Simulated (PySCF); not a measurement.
H8N2OSi2, SMILES N[Si@@H](O)N[SiH3]. Geometry: PBE-D3(BJ)/def2-SVP. The structure was generated by enumeration; whether it is a known compound was not checked. The values are those of a single conformer.

Computed equilibrium geometry at PBE-D3(BJ)/def2-SVP (PySCF confirms it by a frequency run) as Cartesian coordinates in Å (one conformer of several):
```xyz
13

N     -1.2827     0.7925     0.9345
Si    -0.8444     0.0906    -0.5877
O     -0.7448     1.0796    -1.9487
N      0.7826    -0.4667    -0.3652
Si     1.5102    -0.8179     1.1926
H     -0.7824     1.6012     1.3110
H     -2.2415     0.7450     1.2828
H     -1.9047    -0.9507    -0.8332
H     -1.5979     1.2303    -2.3912
H      1.3808    -0.5400    -1.1922
H      0.6807    -1.7774     2.0012
H      2.8502    -1.4479     0.9137
H      1.7524     0.4048     2.0431
```
Charge 0, spin multiplicity 1.
